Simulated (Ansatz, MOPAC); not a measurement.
Dimer: HBr (SMILES Br) (first 2 atoms) with H4OSi (SMILES O[SiH3]); geometry from B3LYP-D3(BJ)/def2-TZVP, rigid monomers moved along the line of their centres of mass till Br1···H5 is 2.53 Å.
(charge 0, multiplicity 1):
```xyz
8

Br    -0.46726    -1.37691    -0.09632
H      0.41335    -0.30808     0.25410
O     -1.07478    -0.22258     2.93397
Si     0.52496     0.11382     3.13493
H     -1.32192    -0.81060     2.21276
H      1.30869    -1.07892     3.53655
H      0.60677     1.15275     4.17903
H      1.12721     0.63349     1.87447
```

Monomers are frozen at their geometry in the pair; levels with a basis set take the counterpoise correction.

Cores are frozen in the correlated methods. Filled d and f shells under p-block atoms count as core. The state reached by PM3, PM7 isn't checked; PM7 holds dispersion and hydrogen-bond terms.

Codes used: Ansatz (a quantum-chemistry and plane-wave program) with Gaussian orbitals; MOPAC for PM3, PM7 (differences of heats of formation). Each number belongs to the level named beside it.

### Question
Predict the interaction energy from MP2/def2-SVPD.

### Answer
-1 kJ/mol

### Question
What is the computed interaction energy (PM7)?

### Answer
12 kJ/mol

### Question
Predict the interaction energy from PM3.

### Answer
-14 kJ/mol
